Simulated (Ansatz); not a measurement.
Reaction (ligand exchange at the Si–N bond): `N[SiH](O)O` + H₂S → `O[SiH](O)S` + NH₃

Program: Ansatz. Geometries: PBE0-D4/def2-TZVP. ΔE: electronic, gas phase. CCSD(T)/CBS adds triple-zeta CCSD(T) − MP2 to the extrapolated MP2 energy (def2 sets, frozen cores). This one scheme is used for every species. DFT in def2-TZVPP. B3LYP here is the variant with VWN-RPA as its local correlation; programs differ in this. HSE06 is defined as in plane-wave codes. One conformer a species, not always the lowest.

```
             level  ΔE (kJ/mol)  difference from CCSD(T)/CBS
       LDA (SPW92)          4.6                         -1.2
            PBE-D4         -3.8                         -9.6
         revPBE-D4         -4.2                        -10.0
           BLYP-D4          3.7                         -2.1
         r2SCAN-D4          2.0                         -3.8
            B97M-V          2.6                         -3.2
           PBE0-D4         -0.7                         -6.5
          B3LYP-D4          5.9                          0.1
        r2SCANh-D4          2.7                         -3.1
        r2SCAN0-D4          3.8                         -2.0
          HSE06-D4         -0.9                         -6.7
          BHLYP-D4          9.1                          3.3
      CAM-B3LYP-D4         11.5                          5.7
           ωB97X-V          5.9                          0.1
            B2PLYP          8.0                          2.2
          PBE-QIDH          3.7                         -2.1
               PBE         -2.5                         -8.3
            revPBE         -4.5                        -10.3
              BLYP          6.0                          0.2
            r2SCAN          2.3                         -3.5
              PBE0          0.5                         -5.3
             B3LYP          8.2                          2.4
           r2SCANh          3.1                         -2.7
           r2SCAN0          4.2                         -1.6
             HSE06          0.4                         -5.4
             BHLYP         12.3                          6.5
         CAM-B3LYP         13.0                          7.2
RPA@PBE/def2-TZVPP         10.6                          4.8
      MP2/def2-SVP          8.1                          2.3
     CCSD/def2-SVP         11.2                          5.4
  CCSD(T)/def2-SVP          9.6                          3.8
     HF/def2-TZVPP         15.6                          9.8
    MP2/def2-TZVPP          5.8                          0.0
SCS-MP2/def2-TZVPP          9.0                          3.2
   CCSD/def2-TZVPP         11.0                          5.2
CCSD(T)/def2-TZVPP          8.7                          2.9
     HF/def2-QZVPP         16.5                         10.7
    MP2/def2-QZVPP          4.5                         -1.3
SCS-MP2/def2-QZVPP          7.7                          1.9
    CCSD/CBS(def2)          8.2                          2.4
       CCSD(T)/CBS          5.8                            0
```

Largest T1 diagnostic among the species: 0.011.

Leaving LDA and LC-ωPBE aside and taking each functional with its dispersion term where it has one, the values spread over 15.7 kJ/mol, from revPBE-D4 to CAM-B3LYP-D4. LDA lies +7.1 kJ/mol from PBE without D4. In def2-TZVPP, CCSD(T) changes the Hartree–Fock value by −7.0 kJ/mol (the triples alone add −2.3 kJ/mol) and MP2 by −9.8 kJ/mol. From BLYP to BHLYP (50 % exact exchange), in def2-TZVPP and without D4, ΔE moves by +6.2 kJ/mol.
